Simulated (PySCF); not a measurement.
Spinor energies of Dy⁶⁵⁺ (dysprosium, charge +65)

Start: 1s1; 1s1/2 filled at m_j = +1/2. Calculated with PySCF 2.14 in an uncontracted even-tempered set (15 s from 200 bohr⁻², ratio 2.4; 11 p from 260 bohr⁻², ratio 2.4; 3 d from 780 bohr⁻², ratio 2.6; 3 f from 1200 bohr⁻², ratio 2.6): generalised Hartree-Fock with the X2C-1e Hamiltonian and a Gaussian nucleus; one run each with spin-orbit coupling (SO) switched off, then screened by Boettger's factors.

```csv
spinor shell,electrons,"ε, spin-free (eV)","ε, screened SO (eV)",weight of nominal j (screened SO),"rms radius, screened SO (bohr)"
1s1/2,1,-63158.7,-63158.7,1.000,0.0237
```

| quantity | spin-free | screened SO |
| --- | --- | --- |
| E (hartree) | -2321.04091 | -2321.04091 |
| M_J | 1/2 | 1/2 |
| ⟨J²⟩ | 0.750 | 0.750 |
| ⟨L²⟩ | 0.000 | 0.000 |
| ⟨S²⟩ | 0.750 | 0.750 |

Breit and QED terms are absent; they matter most for the inner s and p1/2 levels.

Densities and radii are taken from the X2C orbitals without a picture-change correction, which distorts them close to the nucleus.

Without spin-orbit coupling the j labels of p, d and f shells carry no meaning; the spin-free column gives the mean over the occupied spinors of each nl shell.
